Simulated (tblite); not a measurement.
Species: C₃H₉BS.
Numbering: `[CH3:1][S:2][B:3]([CH3:4])[CH3:5]` (hydrogens: H6, H7, H8 on C1; H9, H10, H11 on C4; H12, H13, H14 on C5)

Computed with GFN2-xTB (tblite), gas phase: L-BFGS steps from a force-field or distance-geometry start until the largest atomic force falls under 0.01 eV/Å.

The end geometry, which sets the zero of energy:
```
atom  x, y, z in Å
C1      2.1236    0.8426    0.2801
S2      1.1592   -0.6186    0.8031
B3     -0.4030   -0.4527   -0.0296
C4     -0.7123    0.7760   -0.9763
C5     -1.4780   -1.5861    0.2112
H6      2.2690    0.8202   -0.7952
H7      3.0820    0.7830    0.7849
H8      1.6036    1.7487    0.5741
H9     -1.6875    0.6979   -1.4513
H10    -0.6973    1.7166   -0.4241
H11     0.0283    0.8801   -1.7696
H12    -1.1687   -2.3295    0.9423
H13    -2.4274   -1.1670    0.5428
H14    -1.6921   -2.1116   -0.7196
```

**Question.** These geometries come from the run, each turned onto the end geometry. Order them by energy, lowest first.
A.
```
atom  x, y, z in Å
C1      2.1804    0.7907    0.1871
S2      1.1980   -0.6390    0.7738
B3     -0.3887   -0.4570   -0.0113
C4     -0.7623    0.8259   -0.8581
C5     -1.4748   -1.5918    0.1821
H6      2.7054    0.4886   -0.7182
H7      2.8968    1.0495    0.9573
H8      1.5387    1.6445   -0.0050
H9     -1.7296    0.7228   -1.3465
H10    -0.8404    1.6896   -0.1935
H11    -0.0227    1.1014   -1.6110
H12    -1.2724   -2.2904    0.9916
H13    -2.4595   -1.1635    0.3629
H14    -1.5696   -2.1717   -0.7384
```
B.
```
atom  x, y, z in Å
C1      2.1686    0.8063    0.2199
S2      1.1761   -0.6460    0.7263
B3     -0.4135   -0.4473   -0.0388
C4     -0.7663    0.8290   -0.9043
C5     -1.4750   -1.5958    0.1970
H6      2.6219    0.6053   -0.7491
H7      2.9470    0.9075    0.9687
H8      1.5577    1.7030    0.1718
H9     -1.7295    0.7461   -1.4034
H10    -0.8060    1.7179   -0.2694
H11    -0.0269    1.0361   -1.6776
H12    -1.2052   -2.2855    0.9951
H13    -2.4523   -1.1829    0.4418
H14    -1.5970   -2.1942   -0.7052
```
C.
```
atom  x, y, z in Å
C1      2.1339    0.8275    0.2611
S2      1.1624   -0.6237    0.7993
B3     -0.4064   -0.4442   -0.0193
C4     -0.7228    0.7947   -0.9519
C5     -1.4771   -1.5870    0.2073
H6      2.3548    0.7363   -0.8005
H7      3.0562    0.8275    0.8360
H8      1.5772    1.7377    0.4600
H9     -1.6970    0.7130   -1.4286
H10    -0.7269    1.7265   -0.3846
H11     0.0181    0.9201   -1.7421
H12    -1.1767   -2.3232    0.9498
H13    -2.4410   -1.1803    0.5094
H14    -1.6554   -2.1255   -0.7233
```
D.
```
atom  x, y, z in Å
C1      2.1223    0.2415    0.0734
S2      0.8482    0.4905    1.3627
B3     -0.5378    0.0452    0.1953
C4     -1.1812    1.1884   -0.6684
C5     -0.9645   -1.4606    0.0631
H6      2.0944   -0.7864   -0.2762
H7      3.0763    0.4529    0.5430
H8      1.9511    0.9256   -0.7526
H9     -1.2344    0.9300   -1.7249
H10    -2.2113    1.3537   -0.3528
H11    -0.6672    2.1428   -0.5787
H12    -1.9655   -1.5982    0.4725
H13    -1.0229   -1.7786   -0.9769
H14    -0.3082   -2.1472    0.5934
```
E.
```
atom  x, y, z in Å
C1      2.1672    0.7730    0.1615
S2      1.1082   -0.5247    0.9250
B3     -0.4326   -0.4252    0.0267
C4     -0.7627    0.8719   -0.8121
C5     -1.4736   -1.6082    0.1535
H6      2.6618    0.3535   -0.7239
H7      2.9330    1.0681    0.8757
H8      1.5696    1.6285   -0.1160
H9     -1.7064    0.7995   -1.3589
H10    -0.8561    1.7251   -0.1223
H11     0.0192    1.0856   -1.5471
H12    -1.2310   -2.2864    0.9706
H13    -2.5068   -1.2640    0.2958
H14    -1.4906   -2.1973   -0.7556
```

**Answer.** C (0.002 eV), B (0.021 eV), A (0.043 eV), E (0.098 eV), D (0.578 eV).

In the order of the answer:

```tsv
step	E above end (eV)	largest force (eV/Å)	rms force component (eV/Å)	rms distance from end (Å)	rms bond change (Å)	bond most changed (Å)
146	0.002	0.10	0.025	0.056	0.001	C1–H6 +0.003
137	0.021	0.13	0.046	0.197	0.002	C1–S2 +0.003
121	0.043	0.15	0.056	0.275	0.002	C1–H6 +0.004
114	0.098	0.44	0.157	0.320	0.007	C1–S2 +0.014
41	0.578	0.03	0.012	1.328	0.025	S2–B3 +0.088
```

What follows is the cost of the whole relaxation. The run took 0.78 s on one thread of an Arm Neoverse V1, no GPU, shared host.
